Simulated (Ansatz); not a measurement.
A nudged elastic band was laid between two geometries of ClGeH$_{5}$OSn (9 atoms, charge 0, multiplicity 1).

Computed with Ansatz 0.2.0, RKS PBE0-D4/def2-SVP.

```
movable images  : 7
climbing image  : yes
spring          : 5.0 eV/Å²
optimiser       : quadratic models (default)
start path      : IDPP
force threshold : 0.5 eV/Å
iteration limit : 30
end points      : relaxed
```

First end point:

```xyz
9
Properties=species:S:1:pos:R:3
O 0.234 2.022 -0.973
Ge 0.832 0.752 0.113
Cl 2.537 -0.218 -0.844
Sn -0.922 -1.142 0.499
H -0.051 1.684 -1.830
H 1.365 1.526 1.327
H -1.379 -1.745 -1.037
H -0.223 -2.396 1.427
H -2.305 -0.529 1.301
```

Last end point:

```xyz
9
Properties=species:S:1:pos:R:3
O -0.068 1.774 -1.101
Ge 0.758 0.646 -0.005
Cl 2.428 -0.254 -1.084
Sn -0.967 -1.224 0.525
H 0.503 2.484 -1.417
H 1.417 1.424 1.156
H -1.436 -1.945 -0.949
H -0.218 -2.386 1.533
H -2.328 -0.564 1.325
```

Question: What changes between the two ends?

Answer: No bond is made or broken. The dihedral H5–O1–Ge2–Sn4 goes from -56 to -176°.

Question: Give the energies along the band, and the barrier.

Answer: It converged. The highest image is number 4 of 0 to 8, 0.066 eV above the first end and 0.070 eV above the last; the last end lies 0.004 eV below the first. The threshold of 0.5 eV/Å is loose, so the images may lie well off the minimum-energy path. The order of the stationary point at the top wasn't checked.

```json
{"image": "0", "path coordinate (Å)": "0.00", "energy (eV)": "0.000", "dihedral H5–O1–Ge2–Sn4 (°)": "-56"}
{"image": "1", "path coordinate (Å)": "0.17", "energy (eV)": "0.006", "dihedral H5–O1–Ge2–Sn4 (°)": "-66"}
{"image": "2", "path coordinate (Å)": "0.35", "energy (eV)": "0.024", "dihedral H5–O1–Ge2–Sn4 (°)": "-79"}
{"image": "3", "path coordinate (Å)": "0.52", "energy (eV)": "0.051", "dihedral H5–O1–Ge2–Sn4 (°)": "-96"}
{"image": "4", "path coordinate (Å)": "0.70", "energy (eV)": "0.066", "dihedral H5–O1–Ge2–Sn4 (°)": "-115"}
{"image": "5", "path coordinate (Å)": "0.88", "energy (eV)": "0.053", "dihedral H5–O1–Ge2–Sn4 (°)": "-134"}
{"image": "6", "path coordinate (Å)": "1.06", "energy (eV)": "0.025", "dihedral H5–O1–Ge2–Sn4 (°)": "-152"}
{"image": "7", "path coordinate (Å)": "1.24", "energy (eV)": "0.003", "dihedral H5–O1–Ge2–Sn4 (°)": "-166"}
{"image": "8", "path coordinate (Å)": "1.42", "energy (eV)": "-0.004", "dihedral H5–O1–Ge2–Sn4 (°)": "-176"}
```

Question: What is the geometry of the highest image?

Answer: 
```xyz
9
Properties=species:S:1:pos:R:3
O 0.027 1.907 -0.984
Ge 0.779 0.715 0.064
Cl 2.435 -0.204 -1.019
Sn -0.934 -1.193 0.569
H 0.317 2.079 -1.883
H 1.409 1.465 1.255
H -1.436 -1.845 -0.931
H -0.216 -2.419 1.521
H -2.292 -0.551 1.391
```

The band took 3 iterations and roughly 5 core-minutes.

Time of the run: 2.4 min on 2 threads of Intel(R) Xeon(R) Platinum 8175M CPU @ 2.50GHz (Skylake/Cascade Lake), on a shared host, peak memory 0.35 GiB.
